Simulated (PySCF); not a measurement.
B3LYP has the VWN-RPA correlation part, as in Gaussian. 

```xyz
24

Ga     0.0668     0.1380    -0.1834
C     -0.3665    -1.0461    -1.7308
H     -0.0875    -0.5465    -2.6737
H     -1.4406    -1.2844    -1.8079
H      0.1911    -1.9963    -1.6926
C     -1.2403     1.5767     0.2633
H     -2.2792     1.2069     0.2672
H     -1.1914     2.3891    -0.4805
H     -1.0376     2.0253     1.2495
C      1.9961     0.4892     0.1869
H      2.5976    -0.4347     0.2187
H      2.1646     1.0447     1.1248
H      2.4147     1.1099    -0.6228
C     -1.0692    -2.9199     3.5166
C     -1.9224    -2.7596     2.4270
C     -1.5417    -1.8983     1.4047
N     -0.3902    -1.2228     1.4338
C      0.4319    -1.3733     2.4745
C      0.1306    -2.2138     3.5410
H     -1.3370    -3.5888     4.3379
H     -2.8721    -3.2934     2.3645
H     -2.1714    -1.7377     0.5254
H      1.3602    -0.7975     2.4396
H      0.8297    -2.3084     4.3736
```

Charge 0, multiplicity 1.

**Question.** Give the Mulliken and meta-Löwdin atomic charges from PySCF with B3LYP-D3(BJ)/def2-TZVP // PBE0-D3(BJ)/def2-SVP.

**Answer.** 
```csv
atom,Mulliken (e),meta-Löwdin (e)
Ga1,0.35,0.54
C2,-0.53,-0.58
H3,0.11,0.11
H4,0.09,0.09
H5,0.11,0.10
C6,-0.50,-0.58
H7,0.09,0.10
H8,0.11,0.11
H9,0.10,0.10
C10,-0.55,-0.58
H11,0.11,0.10
H12,0.10,0.09
H13,0.11,0.11
C14,-0.09,-0.07
C15,-0.11,-0.12
C16,-0.02,0.03
N17,-0.08,-0.12
C18,-0.02,0.03
C19,-0.12,-0.12
H20,0.14,0.13
H21,0.14,0.13
H22,0.15,0.14
H23,0.16,0.14
H24,0.14,0.13
```
